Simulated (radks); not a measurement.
Spherical jellium clusters: N electrons in a uniform positive sphere of charge N and radius rs N^(1/3), rs = 5.85 bohr. Method: non-relativistic Kohn-Sham, PBEsol, spin-polarised, spherical densities; computed with a radial shooting solver with Libxc functionals. Levels are named by radial order and angular momentum (1s, 1p, 1d, 2s, ...), and open shells are averaged over m.

N = 4, configuration 1s2 1p(up 2, down 0). This is the lowest configuration that the search found. Occupied levels:

level    occupation  eigenvalue (eV)  <r> (bohr)
1s up             1          -2.9420       6.568
1s down           1          -2.5857       6.049
1p up             2          -2.1248       7.822

Energy (eV): total -6.18494, kinetic 3.9962, external -55.585, Hartree 27.642, exchange-correlation -10.369, background 28.131.

Electron density:

r (bohr)  n(r) (e/bohr^3)
0.300            0.001536
1.05             0.001552
1.81             0.001581
2.56             0.001612
3.31             0.001631
4.07             0.001619
4.82             0.001557
5.58             0.001433
6.33             0.001248
7.08             0.001020
7.84            0.0007766
8.59            0.0005474
9.35            0.0003555
10.1            0.0002137
10.8            0.0001219
11.6           0.00006678
12.4           0.00003623
13.1           0.00001929
13.9           0.00001029
14.6            5.450e-06
